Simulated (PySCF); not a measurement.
Compound: C7H8FO (doublet state).
Atom-mapped SMILES: `[H]/[C:1]=[CH:2]\[C:3]([CH:4]=[CH2:5])=[CH:6]/[O:7][CH2:8][F:9]` (hydrogens: H10 on C1; H11 on C2; H12 on C4; H13, H14 on C5; H15 on C6; H16, H17 on C8)

Geometry (GFN2-xTB, Å), atoms numbered from 1 in this order:
```xyz
17
C7H8FO angstrom
C     -1.6471    1.7188    1.4018
C     -0.6017    1.2778    0.7788
C     -0.4364    0.0135    0.0226
C     -1.5674   -0.6632   -0.5919
C     -2.7539   -0.1234   -0.8401
C      0.7909   -0.5168   -0.0930
O      1.9025    0.0700    0.4698
C      3.1099   -0.4551    0.1078
F      3.4171   -0.1417   -1.1958
H     -2.6470    1.4486    1.6441
H      0.3242    1.8458    0.8156
H     -1.3762   -1.6878   -0.8879
H     -3.5404   -0.6881   -1.3103
H     -2.9724    0.9022   -0.5987
H      0.9697   -1.4372   -0.6377
H      3.1420   -1.5556    0.1672
H      3.8793    0.0041    0.7377
```

The hyperfine couplings belong to this conformer and change with its torsions.

Method: UKS B3LYP, pcH-1 on C F H O, non-relativistic, mean-field spin-orbit, GIAO in PySCF. The structure is a single GFN2-xTB conformer in the gas phase; no vibrational or solvent corrections. Couplings are sensitive to structure, and on GFN2-xTB geometries they can be far from those on DFT ones. The frame is twisted about the C2–C3 bond at this geometry (dihedral H11–C2–C3–C6 = 23°); couplings at other torsion angles weren't computed. The SCF solution wasn't tested for stability.

Problem. What is the g tensor, term by term?

Solution. 
```
                    Δg (ppm)     1     2     3
relativistic mass correction  -148  -148  -148
            gauge correction    35     4   -41
   orbital Zeeman/spin–orbit  -376   -46   700
                       total  -488  -189   512
```

So g = 2.00183, 2.00213, 2.00283 and g_iso = 2.00226; the tensor is rhombic: the two nearest values differ by 30 % of g3 − g1. 

Problem. At 9.337 GHz, how far is the centre of the isotropic spectrum from where a free electron (g = 2.002319) resonates?

Solution. B = hν/(g μB) with μB/h = 13.99624 MHz/mT gives 333.17 mT for the free electron and 333.18 mT at g_iso, the same within 0.01 mT.

Problem. What are the electron Larmor frequencies g μB B/h along the three axes at 3350 mT?

Solution. 93.8607, 93.8747, 93.9076 GHz for g1, g2 and g3, a range of 46.9 MHz.

Problem. In a frozen sample, at which fields do the three g values resonate at 9.5, 34, 94 and 263 GHz (hyperfine left aside), and which band first spreads them over more than twice a line width of 0.5 mT?

Solution. 
```
band    GHz  B(g3) mT  B(g2) mT  B(g1) mT  spread mT
   X    9.5    338.90    339.02    339.07       0.17
   Q   34.0   1212.89   1213.32   1213.50       0.61
   W   94.0   3353.30   3354.47   3354.97       1.67
   J  263.0   9382.10   9385.38   9386.78       4.68
```

The spread grows in proportion to the frequency. W band is the first where it exceeds 1.0 mT.

The largest Mulliken spin populations are on C1 (+1.06), C2 (-0.17) and C3 (+0.09). C1 is the only atom above +0.15.

The HOMO–LUMO gaps are 4.99 eV among the α and 3.96 eV among the β orbitals.

Hardware: an Arm Neoverse V2 with one thread (shared host). Cost: 97 s of wall time (grids of density and orbitals included), 1.1 GiB resident at most.
